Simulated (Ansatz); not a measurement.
A nudged elastic band was laid between two geometries of AlCl2H3O (7 atoms, charge 0, multiplicity 1).

Computed with RHF/6-31G* in Ansatz.

```json
{"movable images": "5", "climbing image": "yes", "spring": "5.0 eV/Å²", "optimiser": "quadratic models (default)", "start path": "through a guess of the saddle point", "force threshold": "0.03 eV/Å", "iteration limit": "60", "end points": "relaxed"}
```

First end point:

```xyz
7
Properties=species:S:1:pos:R:3
Al 0.065 -0.058 0.171
Cl 0.010 0.703 2.169
Cl 1.848 0.376 -0.899
H -1.281 -0.148 -0.636
O 0.297 -1.972 0.666
H -0.330 -2.615 0.348
H 0.526 -2.168 1.572
```

Last end point:

```xyz
7
Properties=species:S:1:pos:R:3
Al -0.026 -0.532 -0.884
Cl 1.031 -1.004 3.615
Cl 1.437 0.957 -0.975
H -0.914 -0.896 -2.120
O -0.197 -1.326 0.610
H -0.826 -2.022 0.740
H 0.629 -1.059 2.405
```

**Question.** What changes between the two ends?

**Answer.** Bonds broken: Al1–Cl2, O5–H7. Bonds formed: Cl2–H7. AlCl2H3O becomes AlClH2O + ClH.

**Question.** Give the energies along the band, and the barrier.

**Answer.** The run converged. The highest image is number 2 of 0 to 6, 39.8 kcal/mol above the first end and 9.5 kcal/mol above the last; the last end lies 30.3 kcal/mol above the first. Neighbouring images differ by up to 1.5 eV, so the band resolves the path poorly. A vibrational analysis at the climbing image gives one clearly imaginary mode, 1207i cm⁻¹: a first-order saddle point. The orbitals stay closed-shell, which can raise the energy where a bond breaks towards radicals; this wasn't checked here.

| image | path coordinate (Å) | energy (kcal/mol) | Al1–Cl2 (Å) | O5–H7 (Å) | Cl2–H7 (Å) |
| --- | --- | --- | --- | --- | --- |
| 0 | 0.00 | 0.0 | 2.14 | 0.95 | 2.98 |
| 1 | 0.67 | 5.7 | 2.21 | 0.97 | 2.19 |
| 2 | 1.35 | 39.8 | 2.48 | 1.40 | 1.43 |
| 3 | 2.41 | 32.1 | 2.97 | 2.61 | 1.27 |
| 4 | 3.47 | 31.9 | 3.83 | 2.19 | 1.27 |
| 5 | 4.53 | 30.8 | 4.39 | 2.01 | 1.28 |
| 6 | 5.59 | 30.3 | 4.64 | 1.99 | 1.28 |

**Question.** What is the geometry of the highest image?

**Answer.** 
```xyz
7
Properties=species:S:1:pos:R:3
Al 0.103 -0.367 -0.128
Cl 0.171 0.054 2.312
Cl 1.844 0.438 -0.995
H -1.315 0.005 -0.674
O 0.306 -1.979 0.615
H -0.221 -2.745 0.427
H 0.247 -1.289 1.835
```

Time of the run: 3.2 min on 1 thread of Arm Neoverse V1, on a shared host, peak memory 0.17 GiB.
